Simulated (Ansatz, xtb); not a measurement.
Two structures of AlFH3MgNO

Structure I is `[NH2][Al]([F])[O][MgH]`, a singlet and structure II is a singlet given by its coordinates. Both are isolated molecules in the gas phase, relaxed with B3LYP-D3(BJ)/def2-SVP; the shapes shown needn't be the lowest conformers.

I (Å):

```csv
atom,x (Å),y (Å),z (Å)
Al,0.4532,1.8057,-1.4276
F,1.3710,2.3298,-0.1331
Mg,-0.7546,-1.4567,-1.3145
N,0.2099,2.9943,-2.7105
O,-0.1711,0.2437,-1.4551
H,-0.3202,2.8374,-3.5607
H,0.5857,3.9367,-2.6963
H,-1.3192,-3.0419,-1.2204
```

II (Å):

```xyz
8

Al   -0.1997   -0.5131   -0.6332
F     0.5490    0.7248    0.1758
Mg   -1.4094   -2.5133   -2.0163
N    -0.2318   -0.6064   -2.5071
O    -1.0516   -1.8924   -0.2377
H     0.6620   -0.7087   -2.9952
H    -0.7169    0.1389   -3.0140
H    -2.0817   -3.6314   -3.1026
```

Close contacts (Å): Al1–F2 1.66, Al1–Mg3 2.72, Al1–N4 1.88, Al1–O5 1.67, Mg3–N4 2.29, Mg3–O5 1.92, Mg3–H8 1.70, N4–H6 1.02, N4–H7 1.02.

Task: Which of the two would you expect CCSD(T)/def2-SVP + ΔMP2/def2-TZVPP electronic energies to favour?

Result: Structure I; the calculation gives E(II) − E(I) = +17.6 kJ/mol.

How the difference moves with the method:

| level | geometry | E(II) − E(I) (kJ/mol) | departure from the last row (kJ/mol) | job, with rough time for the two |
| --- | --- | --- | --- | --- |
| GFN2-xTB | GFN2-xTB | −9.7 | −27.3 | optimisation, 0.58 s |
| HF/STO-3G | GFN2-xTB | −50.9 | −68.5 | single point, 1.2 s |
| r2SCAN-D4/def2-SVP | GFN2-xTB | +6.7 | −10.9 | single point, 9.3 s |
| B3LYP-D3(BJ)/def2-SVP | B3LYP-D3(BJ)/def2-SVP | +10.7 | −6.9 | optimisation, 1.8 min |
| HF/def2-SVP | B3LYP-D3(BJ)/def2-SVP | +42.9 | +25.3 | part of the CCSD(T) run |
| MP2/def2-SVP | B3LYP-D3(BJ)/def2-SVP | +9.9 | −7.7 | part of the CCSD(T) run |
| CCSD(T)/def2-SVP | B3LYP-D3(BJ)/def2-SVP | +10.3 | −7.3 | single point |
| CCSD(T)/def2-SVP + ΔMP2/def2-TZVPP | B3LYP-D3(BJ)/def2-SVP | +17.6 |  | single point, 71 s |

GFN2-xTB, HF/STO-3G put the two in the other order. The largest departure from CCSD(T)/def2-SVP + ΔMP2/def2-TZVPP is that of HF/STO-3G, 68.5 kJ/mol. The last row adds to CCSD(T) the change of the MP2 difference between the two basis sets, here +7.3 kJ/mol.

With harmonic frequencies from B3LYP-D3(BJ)/def2-SVP (ideal gas, rigid rotor, one conformer each, 298.15 K, 1 atm): on the last row, ΔE + ΔZPE = +19.8, ΔH = +17.9, ΔG = +23.8 kJ/mol.

The correlated steps freeze 9 core orbitals; the last core shell of Mg is correlated, in a basis made for valence electrons. Programs: Ansatz 0.2.0, xtb 6.7.1; the last row on 1 thread of Intel(R) Xeon(R) Processor @ 2.50GHz (Skylake/Cascade Lake) on a shared host.
